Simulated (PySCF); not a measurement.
## Electric field gradients and quadrupole coupling constants

C6H9N2O (charge +1).
Z-matrix (Å and degrees, GFN2-xTB geometry), rows numbered from 1:
```
C 
C   1  1.4673
N   2  1.3595  1  125.26
C   3  1.4206  2  126.29  1    -0.09
O   4  1.1827  3  122.82  2     0.04
C   3  1.3779  2  108.34  1   179.96
C   6  1.3514  3  107.06  2     0.03
N   2  1.3300  1  126.88  3  -179.99
C   8  1.4407  2  126.22  1     0.07
H   1  1.0917  2  110.39  3    58.34
H   1  1.0855  2  111.49  3  -179.90
H   1  1.0916  2  110.36  3   -58.15
H   4  1.0983  3  110.73  2  -179.93
H   6  1.0708  3  122.35  2  -179.97
H   7  1.0711  6  130.05  3  -180.00
H   9  1.0906  8  110.52  2   -60.43
H   9  1.0875  8  109.27  2   179.94
H   9  1.0906  8  110.50  2    60.31
```

Field gradients from the PBE0/pcSseg-1 density (PySCF, non-relativistic), principal values in atomic units, ordered |Vxx| ≤ |Vyy| ≤ |Vzz|:

| atom | Vxx | Vyy | Vzz |
| --- | --- | --- | --- |
| N3 | 0.1714 | 0.2812 | -0.4526 |
| O5 | 0.4193 | 1.4753 | -1.8946 |
| N8 | 0.1727 | 0.2305 | -0.4032 |

**Question.** Find the asymmetry η = (Vxx − Vyy)/Vzz and the couplings χ = eQV/h (234.96 MHz × Q in barn × V in au), with Q(14N) = 0.02044 b, Q(17O) = −0.0256 b.

**Answer.** 
```json
{"atom": "N3", "environment": "ring nitrogen", "nucleus": "14N", "η": "0.24", "χzz (MHz)": "-2.174", "χxx (MHz)": "0.823", "χyy (MHz)": "1.351"}
{"atom": "O5", "environment": "amide oxygen", "nucleus": "17O", "η": "0.56", "χzz (MHz)": "11.40", "χxx (MHz)": "-2.52", "χyy (MHz)": "-8.87"}
{"atom": "N8", "environment": "three-coordinate ring nitrogen", "nucleus": "14N", "η": "0.14", "χzz (MHz)": "-1.936", "χxx (MHz)": "0.829", "χyy (MHz)": "1.107"}
```

The tensor is traceless: Vxx + Vyy + Vzz = 0.

**Question.** What is Vzz at N8 in SI units (1 au = 9.71736 × 10²¹ V/m²)?

**Answer.** -0.4032 au = -3.918 × 10²¹ V/m².

**Question.** And the gradient at the other heavy atoms, for which no coupling is worked out here?

**Answer.** 
```
atom                          environment  Vzz (au)     η
  C1                 benzylic-type carbon     0.204  0.14
  C2          substituted aromatic carbon    -0.271  0.36
  C4                amide carbonyl carbon    -0.447  0.77
  C6  aromatic CH next to a ring nitrogen    -0.298  0.30
  C7  aromatic CH next to a ring nitrogen    -0.292  0.29
  C9                      N-methyl carbon     0.436  0.03
```

**Question.** What couplings would deuterons (Q(2H) = 0.00286 b) have in place of the hydrogens, at this geometry?

**Answer.** 
```csv
atom,bonded to,bond length (Å),Vzz (au),η,χzz (kHz)
H10,C1,1.092,0.2965,0.06,199
H11,C1,1.085,0.3090,0.07,208
H12,C1,1.092,0.2965,0.06,199
H13,C4,1.098,0.2730,0.07,183
H14,C6,1.071,0.3341,0.11,225
H15,C7,1.071,0.3331,0.11,224
H16,C9,1.091,0.2935,0.08,197
H17,C9,1.087,0.2988,0.11,201
H18,C9,1.091,0.2935,0.08,197
```

The structure is a single GFN2-xTB conformer in the gas phase; no vibrational or solvent corrections. GFN2-xTB bond lengths can be off by several hundredths of an ångström, more for odd bonds, and the gradients follow them. With a basis this small, the couplings can be 20 % off.
